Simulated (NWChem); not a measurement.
Everything below was run with NWChem. System: ClSi, charge 0, spin multiplicity 4, at the geometry of a parent with another charge or spin, in a state set for the comparison that need not be this species' ground state. Its SCF solution wasn't tested for a lower state. Level: UHF/def2-TZVP.

Part of the output:

```
             Northwest Computational Chemistry Package (NWChem) 7.3.0
             --------------------------------------------------------

                                NWChem Input Module
                                -------------------

 Scaling coordinates for geometry "geometry" by  1.889725989
 (inverse scale =  0.529177249)

 Turning off AUTOSYM since
 SYMMETRY directive was detected!

                             Geometry "geometry" -> ""
                             -------------------------

 Output coordinates in angstroms (scale by  1.889725989 to convert to a.u.)

  No.       Tag          Charge          X              Y              Z
 ---- ---------------- ---------- -------------- -------------- --------------
    1 Si                  14.0000     0.00000000     0.00000000     1.15079500
    2 Cl                  17.0000     0.00000000     0.00000000    -0.94771400

 Effective nuclear repulsion energy (a.u.)      60.0160329367

            Nuclear Dipole moment (a.u.)
            ----------------------------
        X                 Y               Z
 ---------------- ---------------- ----------------
     0.0000000000     0.0000000000    -0.0000151178

      Symmetry information
      --------------------

 Group name             C2v
 Group number             16
 Group order               4
 No. of unique centers     2

      Symmetry unique atoms

     1    2


 Summary of "ao basis" -> "" (spherical)
 ------------------------------------------------------------------------------
       Tag                 Description            Shells   Functions and Types
 ---------------- ------------------------------  ------  ---------------------
 *                         def2-tzvp                  on all atoms

 Summary of "ao basis" -> "ao basis" (spherical)
 ------------------------------------------------------------------------------
       Tag                 Description            Shells   Functions and Types
 ---------------- ------------------------------  ------  ---------------------
 Si                        def2-tzvp                13       37   5s5p2d1f
 Cl                        def2-tzvp                13       37   5s5p2d1f

                                 NWChem SCF Module
                                 -----------------

  ao basis        = "ao basis"
  functions       =    74
  atoms           =     2
  alpha electrons =    17
  beta  electrons =    14
  charge          =   0.00
  wavefunction    = UHF
  use symmetry    = T
  symmetry adapt  = T

 Summary of "ao basis" -> "ao basis" (spherical)
 ------------------------------------------------------------------------------
       Tag                 Description            Shells   Functions and Types
 ---------------- ------------------------------  ------  ---------------------
 Si                        def2-tzvp                13       37   5s5p2d1f
 Cl                        def2-tzvp                13       37   5s5p2d1f

      Symmetry analysis of basis
      --------------------------

        a1         32
        a2          6
        b1         18
        b2         18

 Forming initial guess at       0.0s

   Symmetry analysis of molecular orbitals - initial alpha
   -------------------------------------------------------

  Numbering of irreducible representations:

     1 a1          2 a2          3 b1          4 b2

  Orbital symmetries:

     1 a1          2 a1          3 a1          4 a1          5 b1
     6 b2          7 a1          8 a1          9 b1         10 b2
    11 a1         12 a1         13 a1         14 b2         15 b1
    16 b2         17 b1         18 a1         19 a1         20 b1
    21 b2         22 a1         23 a2         24 a1         25 b1
    26 b2         27 a1

   Symmetry analysis of molecular orbitals - initial beta
   ------------------------------------------------------

  Numbering of irreducible representations:

     1 a1          2 a2          3 b1          4 b2

  Orbital symmetries:

     1 a1          2 a1          3 a1          4 a1          5 b1
     6 b2          7 a1          8 a1          9 b1         10 b2
    11 a1         12 a1         13 b1         14 b2         15 a1
    16 b2         17 b1         18 a1         19 a1         20 b2
[...]
    12      0.171836  1 Si px                 6     -0.162351  1 Si px

 Vector   17  Occ=1.000000D+00  E=-3.257885D-01  Symmetry=b2
              MO Center=  9.8D-20,  5.2D-15,  1.1D+00, r^2= 2.7D+00
   Bfn.  Coefficient  Atom+Function         Bfn.  Coefficient  Atom+Function
  ----- ------------  ---------------      ----- ------------  ---------------
    16      0.585000  1 Si py                19      0.369306  1 Si py
    56     -0.206106  2 Cl py                53     -0.195479  2 Cl py
    13      0.171836  1 Si py                 7     -0.162351  1 Si py

 Vector   18  Occ=0.000000D+00  E= 8.176441D-02  Symmetry=a1
              MO Center=  1.9D-15, -7.6D-17,  1.2D+00, r^2= 4.7D+00
   Bfn.  Coefficient  Atom+Function         Bfn.  Coefficient  Atom+Function
  ----- ------------  ---------------      ----- ------------  ---------------
    20      0.993316  1 Si pz                42      0.658519  2 Cl s
     5     -0.448550  1 Si s                 57      0.422628  2 Cl pz
    17      0.238473  1 Si pz                 4     -0.175011  1 Si s
    54      0.161307  2 Cl pz

 Vector   19  Occ=0.000000D+00  E= 2.602014D-01  Symmetry=b2
              MO Center=  1.0D-18, -1.3D-14,  1.3D+00, r^2= 6.0D+00
   Bfn.  Coefficient  Atom+Function         Bfn.  Coefficient  Atom+Function
  ----- ------------  ---------------      ----- ------------  ---------------
    19      1.394759  1 Si py                16     -1.208647  1 Si py
    27      0.159824  1 Si d -1

 Vector   20  Occ=0.000000D+00  E= 2.602014D-01  Symmetry=b1
              MO Center=  2.3D-14,  1.9D-18,  1.3D+00, r^2= 6.0D+00
   Bfn.  Coefficient  Atom+Function         Bfn.  Coefficient  Atom+Function
  ----- ------------  ---------------      ----- ------------  ---------------
    18      1.394759  1 Si px                15     -1.208647  1 Si px
    29     -0.159824  1 Si d  1

                     UHF Final Beta Molecular Orbital Analysis
                     -----------------------------------------

 Vector   12  Occ=1.000000D+00  E=-5.648217D-01  Symmetry=a1
              MO Center= -4.0D-16, -2.7D-15, -5.5D-01, r^2= 1.6D+00
   Bfn.  Coefficient  Atom+Function         Bfn.  Coefficient  Atom+Function
  ----- ------------  ---------------      ----- ------------  ---------------
    54      0.421263  2 Cl pz                 4      0.345941  1 Si s
    57      0.226587  2 Cl pz                 3     -0.209483  1 Si s
    41     -0.196502  2 Cl s                 51      0.184779  2 Cl pz
    42     -0.159811  2 Cl s                 45     -0.155723  2 Cl pz
    17     -0.150569  1 Si pz

 Vector   13  Occ=1.000000D+00  E=-4.772534D-01  Symmetry=b2
              MO Center=  2.1D-18,  6.5D-16, -8.5D-01, r^2= 1.3D+00
   Bfn.  Coefficient  Atom+Function         Bfn.  Coefficient  Atom+Function
  ----- ------------  ---------------      ----- ------------  ---------------
    53      0.534213  2 Cl py                56      0.343074  2 Cl py
    50      0.244308  2 Cl py                44     -0.194324  2 Cl py

 Vector   14  Occ=1.000000D+00  E=-4.772534D-01  Symmetry=b1
              MO Center= -1.5D-15,  6.1D-19, -8.5D-01, r^2= 1.3D+00
   Bfn.  Coefficient  Atom+Function         Bfn.  Coefficient  Atom+Function
  ----- ------------  ---------------      ----- ------------  ---------------
    52      0.534213  2 Cl px                55      0.343074  2 Cl px
    49      0.244308  2 Cl px                43     -0.194324  2 Cl px

 Vector   15  Occ=0.000000D+00  E=-5.335310D-02  Symmetry=a1
              MO Center= -5.3D-16, -2.9D-16,  1.3D+00, r^2= 2.8D+00
   Bfn.  Coefficient  Atom+Function         Bfn.  Coefficient  Atom+Function
  ----- ------------  ---------------      ----- ------------  ---------------
     5      0.813892  1 Si s                  4      0.333805  1 Si s
    57     -0.302568  2 Cl pz                 3     -0.283209  1 Si s
    54     -0.232430  2 Cl pz                42     -0.182682  2 Cl s
    20      0.164060  1 Si pz

 Vector   16  Occ=0.000000D+00  E= 8.550921D-02  Symmetry=b2
              MO Center=  6.5D-17,  1.3D-15,  1.1D+00, r^2= 4.3D+00
   Bfn.  Coefficient  Atom+Function         Bfn.  Coefficient  Atom+Function
  ----- ------------  ---------------      ----- ------------  ---------------
    19      0.903457  1 Si py                56     -0.271631  2 Cl py
    13      0.151256  1 Si py

 Vector   17  Occ=0.000000D+00  E= 8.550921D-02  Symmetry=b1
              MO Center= -2.2D-16, -1.8D-18,  1.1D+00, r^2= 4.3D+00
   Bfn.  Coefficient  Atom+Function         Bfn.  Coefficient  Atom+Function
  ----- ------------  ---------------      ----- ------------  ---------------
    18      0.903457  1 Si px                55     -0.271631  2 Cl px
    12      0.151256  1 Si px

 center of mass
 --------------
 x =   0.00000000 y =   0.00000000 z =  -0.02836303

 moments of inertia (a.u.)
 ------------------
         244.418531611629           0.000000000000           0.000000000000
           0.000000000000         244.418531611629           0.000000000000
           0.000000000000           0.000000000000           0.000000000000

  Mulliken analysis of the total density
  --------------------------------------

    Atom       Charge   Shell Charges
 -----------   ------   -------------------------------------------------------
    1 Si  14    13.74   2.00  0.58  1.39  0.79  0.39  4.12  1.73  0.49  1.45  0.63  0.05  0.10  0.02
    2 Cl  17    17.26   2.01  0.45  1.52  1.09  0.86  4.18  1.69  1.06  2.85  1.49  0.01  0.03  0.00

  Mulliken analysis of the alpha density
  --------------------------------------

    Atom       Charge   Shell Charges
 -----------   ------   -------------------------------------------------------
    1 Si  14     8.27   1.00  0.30  0.69  0.60  0.32  2.09  0.84  0.37  1.35  0.61  0.03  0.06  0.01
    2 Cl  17     8.73   1.01  0.22  0.76  0.55  0.43  2.10  0.84  0.56  1.50  0.73  0.00  0.02  0.00

   Mulliken analysis of the beta density
   -------------------------------------

    Atom       Charge   Shell Charges
 -----------   ------   -------------------------------------------------------
    1 Si  14     5.47   1.00  0.29  0.71  0.19  0.06  2.03  0.89  0.12  0.10  0.02  0.02  0.04  0.01
    2 Cl  17     8.53   1.01  0.22  0.76  0.54  0.43  2.09  0.85  0.50  1.35  0.76  0.00  0.02  0.00

   Mulliken analysis of the spin density
   -------------------------------------

    Atom       Charge   Shell Charges
 -----------   ------   -------------------------------------------------------
    1 Si  14     2.80   0.00  0.01 -0.02  0.41  0.26  0.06 -0.05  0.26  1.25  0.58  0.01  0.03 -0.00
    2 Cl  17     0.20   0.00  0.00 -0.00  0.01  0.00  0.01 -0.01  0.06  0.15 -0.03  0.00  0.00  0.00

       Multipole analysis of the density wrt the origin
       ------------------------------------------------

     L   x y z        total         alpha         beta         nuclear
     -   - - -        -----         -----         ----         -------
     0   0 0 0     -0.000000    -17.000000    -14.000000     31.000000

     1   1 0 0      0.000000      0.000000      0.000000      0.000000
     1   0 1 0      0.000000      0.000000      0.000000      0.000000
     1   0 0 1      0.584021     -3.241216      3.825252     -0.000015

     2   2 0 0    -20.110198    -14.015599     -6.094599      0.000000
     2   1 1 0      0.000000      0.000000      0.000000      0.000000
     2   1 0 1      0.000000      0.000000      0.000000      0.000000
     2   0 2 0    -20.110198    -14.015599     -6.094599      0.000000
     2   0 1 1     -0.000000     -0.000000      0.000000      0.000000
     2   0 0 2    -17.309596    -81.977212    -56.067778    120.735395

 Task  times  cpu:        0.5s     wall:        0.5s

 Total times  cpu:        0.5s     wall:        0.5s
```

Write an NWChem input that would produce this output.

Several could match; the one computed here: 
```
start mol
memory heap 200 mb stack 900 mb global 1100 mb
geometry units angstroms nocenter noautoz
  Si     0.000000     0.000000     1.150795
  Cl     0.000000     0.000000    -0.947714
  symmetry group C2v
end
basis spherical
  * library def2-tzvp
end
scf
  uhf
  nopen 3
  maxiter 100
  thresh 1e-7
  semidirect memsize 60000000 filesize 0
  # guess.movecs holds the orbitals of an unrestricted PBE0 run
  vectors input guess.movecs output mol.movecs
end
task scf energy
```
